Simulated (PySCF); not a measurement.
C2H6F2Si. Atoms are numbered in the order given.

```xyz
11

Si     0.6399     0.4152     0.0000
F      1.0366    -0.4815     1.3078
F      1.0366    -0.4815    -1.3078
C     -1.1972     0.7343     0.0000
C     -2.0474    -0.5459     0.0000
H      1.4991     1.6388     0.0000
H     -1.4245     1.3675    -0.8864
H     -1.4245     1.3675     0.8864
H     -3.1318    -0.3160     0.0000
H     -1.8342    -1.1675    -0.8929
H     -1.8342    -1.1675     0.8929
```
Charge 0, spin multiplicity 1.

Coordinates come from a PBE-D3(BJ)/def2-SVP optimisation. One conformer was computed; it need not be the lowest.

Calculation: PBE-D3(BJ)/def2-SVP in PySCF.

Frequencies are harmonic and unscaled.

Computed harmonic wavenumbers and intensities:
```json
[
 {"mode": "1", "ν (cm⁻¹)": "54", "IR (km/mol)": "0.0", "moving atoms (share of kinetic energy)": "F 39 %, C 31 %, H 29 %"},
 {"mode": "2", "ν (cm⁻¹)": "142", "IR (km/mol)": "4.5", "moving atoms (share of kinetic energy)": "C 42 %, F 34 %, H 21 %"},
 {"mode": "3", "ν (cm⁻¹)": "165", "IR (km/mol)": "0.4", "moving atoms (share of kinetic energy)": "H 65 %, F 26 %"},
 {"mode": "4", "ν (cm⁻¹)": "263", "IR (km/mol)": "0.2", "moving atoms (share of kinetic energy)": "H 61 %, F 17 %, C 17 %"},
 {"mode": "5", "ν (cm⁻¹)": "294", "IR (km/mol)": "13.4", "moving atoms (share of kinetic energy)": "F 74 %, Si 14 %"},
 {"mode": "6", "ν (cm⁻¹)": "428", "IR (km/mol)": "41.1", "moving atoms (share of kinetic energy)": "Si 46 %, C 24 %, F 18 %, H 12 %"},
 {"mode": "7", "ν (cm⁻¹)": "619", "IR (km/mol)": "2.5", "moving atoms (share of kinetic energy)": "C 44 %, H 34 %, Si 14 %"},
 {"mode": "8", "ν (cm⁻¹)": "659", "IR (km/mol)": "1.3", "moving atoms (share of kinetic energy)": "H 77 %, C 20 %"},
 {"mode": "9", "ν (cm⁻¹)": "788", "IR (km/mol)": "63.4", "moving atoms (share of kinetic energy)": "H 59 %, F 31 %, Si 9 %"},
 {"mode": "10", "ν (cm⁻¹)": "800", "IR (km/mol)": "12.1", "moving atoms (share of kinetic energy)": "H 82 %, F 16 %"},
 {"mode": "11", "ν (cm⁻¹)": "870", "IR (km/mol)": "217.6", "moving atoms (share of kinetic energy)": "Si 38 %, F 31 %, H 27 %"},
 {"mode": "12", "ν (cm⁻¹)": "901", "IR (km/mol)": "77.8", "moving atoms (share of kinetic energy)": "H 47 %, F 28 %, Si 21 %"},
 {"mode": "13", "ν (cm⁻¹)": "955", "IR (km/mol)": "14.0", "moving atoms (share of kinetic energy)": "H 74 %, C 19 %"},
 {"mode": "14", "ν (cm⁻¹)": "969", "IR (km/mol)": "114.0", "moving atoms (share of kinetic energy)": "H 49 %, Si 28 %, F 13 %, C 10 %"},
 {"mode": "15", "ν (cm⁻¹)": "1027", "IR (km/mol)": "14.0", "moving atoms (share of kinetic energy)": "C 68 %, H 31 %"},
 {"mode": "16", "ν (cm⁻¹)": "1203", "IR (km/mol)": "4.0", "moving atoms (share of kinetic energy)": "H 79 %, C 20 %"},
 {"mode": "17", "ν (cm⁻¹)": "1222", "IR (km/mol)": "7.7", "moving atoms (share of kinetic energy)": "H 57 %, C 42 %"},
 {"mode": "18", "ν (cm⁻¹)": "1344", "IR (km/mol)": "0.9", "moving atoms (share of kinetic energy)": "H 82 %, C 18 %"},
 {"mode": "19", "ν (cm⁻¹)": "1374", "IR (km/mol)": "5.9", "moving atoms (share of kinetic energy)": "H 91 %, C 9 %"},
 {"mode": "20", "ν (cm⁻¹)": "1426", "IR (km/mol)": "6.7", "moving atoms (share of kinetic energy)": "H 97 %"},
 {"mode": "21", "ν (cm⁻¹)": "1430", "IR (km/mol)": "7.5", "moving atoms (share of kinetic energy)": "H 96 %"},
 {"mode": "22", "ν (cm⁻¹)": "2214", "IR (km/mol)": "149.4", "moving atoms (share of kinetic energy)": "H 97 %"},
 {"mode": "23", "ν (cm⁻¹)": "2968", "IR (km/mol)": "8.2", "moving atoms (share of kinetic energy)": "H 95 %"},
 {"mode": "24", "ν (cm⁻¹)": "2976", "IR (km/mol)": "25.4", "moving atoms (share of kinetic energy)": "H 97 %"},
 {"mode": "25", "ν (cm⁻¹)": "3017", "IR (km/mol)": "3.8", "moving atoms (share of kinetic energy)": "H 91 %, C 9 %"},
 {"mode": "26", "ν (cm⁻¹)": "3063", "IR (km/mol)": "13.2", "moving atoms (share of kinetic energy)": "H 90 %, C 10 %"},
 {"mode": "27", "ν (cm⁻¹)": "3067", "IR (km/mol)": "12.5", "moving atoms (share of kinetic energy)": "H 91 %, C 9 %"}
]
```
